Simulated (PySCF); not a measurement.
**Sb³⁺ (antimony, charge +3) across methods**

[Kr] 4d10 5s2, closed-shell 1S. Computed with PySCF 2.14 in aug-cc-pVDZ-PP with ECP28MDF (5s4p3d, 32 functions), with scalar relativity through the core potential.

| method | E (hartree) | mean ε 4p (eV) | mean ε 4d (eV) | mean ε 5s (eV) | Σ⟨r²⟩ (bohr²) | ⟨S²⟩ |
| --- | --- | --- | --- | --- | --- | --- |
| M06 | -238.4510 | -137.53 | -65.761 | -40.539 | 27.76 | 0.000 |
| UHF | -237.48353 | -154.39 | -73.436 | -41.873 | 28.06 | 0.000 |
| PBE | -238.3594 | -132.46 | -62.574 | -39.016 | 27.82 | 0.000 |
| r2SCAN0 | -238.4141 | -140.39 | -66.281 | -40.170 | 27.79 | 0.000 |
| LDA | -237.9688 | -132.13 | -62.519 | -39.499 | 27.84 | 0.000 |
| BLYP | -238.3321 | -132.39 | -62.433 | -39.092 | 27.86 | 0.000 |
| PBE0 | -238.3694 | -138.25 | -65.608 | -39.972 | 27.82 | 0.000 |
| M06-L | -238.5555 | -134.94 | -63.388 | -38.755 | 27.69 | 0.000 |
| r2SCAN | -238.4421 | -135.57 | -63.529 | -39.202 | 27.77 | 0.000 |

Energies and moments cover only the electrons outside the core potential.
